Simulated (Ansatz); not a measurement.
Basis-set extrapolation for C2F4O (`FC1(F)OC1(F)F`) (PBE0-D4/def2-TZVP geometry, frozen core, Ansatz). Multiplicity 1, RHF reference.

|  | def2-TZVPP | def2-QZVPP |
| --- | --- | --- |
| HF | -548.543160 | -548.566762 |
| MP2 correlation | -1.522901 | -1.658064 |
| CCSD(T) correlation | -1.576794 | not run |

Energies in hartree. Use E(X) = E(∞) + A·exp(−7.88·√X) for Hartree–Fock and E(X) = E(∞) + B·X^(−2.97) for correlation, with X = 3 and 4, and add CCSD(T) minus MP2 of the smaller set to the MP2 limit.

**Question.** What is the CCSD(T) energy at the basis-set limit?

**Answer.** HF limit: -548.566762 + (-0.023602) × 0.13774 = -548.57001. MP2 limit: -1.658064 + (-0.135163) × 0.74074 = -1.75818. Higher-order term: -1.576794 − (-1.522901) = -0.05389. Total: -550.38208 hartree, 688.2 kJ/mol below CCSD(T)/def2-TZVPP.
